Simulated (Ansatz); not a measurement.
Compare A (`[CH3][GeH2][CH2]S`) with its isomer B (`C[S][GeH2][CH3]`).

Isolated molecules relaxed with PBE0-D4/def2-TZVP in Ansatz; ΔE leaves out vibrations. CCSD(T)/CBS is the MP2 limit (def2-TZVPP, def2-QZVPP) plus CCSD(T) − MP2 in def2-TZVPP, frozen cores. Functionals use def2-TZVPP. B3LYP here is the variant with VWN-RPA as its local correlation; programs differ in this. For Ge outer-core shells are correlated without core-valence functions, which leaves a few kJ/mol of doubt a bond. Scalar relativity is left out up to krypton. One conformer a species, not always the lowest.

Task: Which isomer does CCSD(T)/CBS put lower? Give the gap. (Best estimate.)

Result: The calculation gave: B, by 59.8 kJ/mol.

Task: Give E(B) − E(A) in kJ/mol with ωB97M-V, MP2/def2-TZVPP, HF/def2-TZVPP, r2SCAN-D4, B2PLYP, B3LYP-D4, CCSD(T)/def2-TZVPP. (Estimate.)

Result: Ansatz gave: ωB97M-V -61.2, MP2/def2-TZVPP -59.9, HF/def2-TZVPP -68.7, r2SCAN-D4 -65.4, B2PLYP -63.4, B3LYP-D4 -64.7, CCSD(T)/def2-TZVPP -58.1. None reverses the order clearly.

Largest T1 diagnostic: 0.010.

In def2-TZVPP, CCSD(T) changes the Hartree–Fock value by +10.6 kJ/mol (the triples alone add +0.1 kJ/mol) and MP2 by +8.8 kJ/mol.
